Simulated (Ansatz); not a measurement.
A structure relaxed at PBE0-D4/def2-TZVP, charge 0, multiplicity 1:

| atom | x (Å) | y (Å) | z (Å) |
| --- | --- | --- | --- |
| O1 | 0.370 | -0.107 | -2.128 |
| C2 | -0.220 | -0.425 | -1.136 |
| Ge3 | 0.261 | 0.361 | 0.647 |
| Cl4 | -1.086 | -0.530 | 2.076 |
| H5 | -1.052 | -1.164 | -1.167 |
| H6 | 1.693 | -0.013 | 1.047 |
| H7 | 0.034 | 1.877 | 0.662 |

Q: Give its formula and SMILES.

A: CH3ClGeO, `O=[CH][GeH2][Cl]`.

Q: Point group (tolerance 0.08 Å, 0.16 Å for H)?

A: Cs.

Q: Summarise the bond lengths by kind.

A: 1 × C–O 1.197 Å; 1 × C–Ge 2.008 Å; 1 × C–H 1.114 Å; 1 × Cl–Ge 2.157 Å; 2 × Ge–H 1.533 Å.

Computed with Ansatz.
